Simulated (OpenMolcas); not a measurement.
## Ionisation energies of niobium

- Program: OpenMolcas
- Basis: ANO-R2 [7s5p4d2f1g]
- Scalar Hamiltonian: X2C, finite nucleus
- Spin-orbit coupling: RASSI with atomic mean-field integrals over the reference wave functions, term energies averaged over their components

Active shells in each charge state: the valence d, s shells, with orbitals averaged over the low states. Where CASPT2's correlated closed shells are named, they are those of the first ion.

A. CASSCF
B. SS-CASPT2, IPEA 0.25 Eh, imaginary shift 0.1 Eh (closed shells correlated: 4s 4p)
C. SS-CASPT2, IPEA 0.25 Eh, imaginary shift 0.1 Eh (closed shells correlated: 3d 4s 4p)
D. SS-CASPT2, IPEA 0 Eh, imaginary shift 0.1 Eh (closed shells correlated: 4s 4p)

Energies in eV between the lowest computed levels, named as in B; reference values from the NIST Atomic Spectra Database with their kind.

| From | To | A | B | C | D | Spin-orbit share in B | Reference |
| --- | --- | --- | --- | --- | --- | --- | --- |
| Nb 4d⁴ 5s ⁶D_1/2 | Nb+ 4d⁴ ⁵D₀ | 6.113 | 6.773 | 6.788 | 6.948 | -0.023 | 6.759 (measured) |
| Nb+ 4d⁴ ⁵D₀ | Nb2+ 4d³ ⁴F_3/2 | 12.933 | 14.063 | 14.053 | 14.152 | -0.029 | 14.320 (semi-empirical) |

Error against the reference values, in %:

```json
{"From": "Nb", "Reference": "measured", "A": "-9.6", "B": "+0.2", "C": "+0.4", "D": "+2.8"}
{"From": "Nb+", "Reference": "semi-empirical", "A": "-9.7", "B": "-1.8", "C": "-1.9", "D": "-1.2"}
```

Absolute error against the one measured value: A 0.65 eV, B 0.01 eV, C 0.03 eV, D 0.19 eV. B lies closest.

The lowest level within the active space need not be the ion's true ground level.
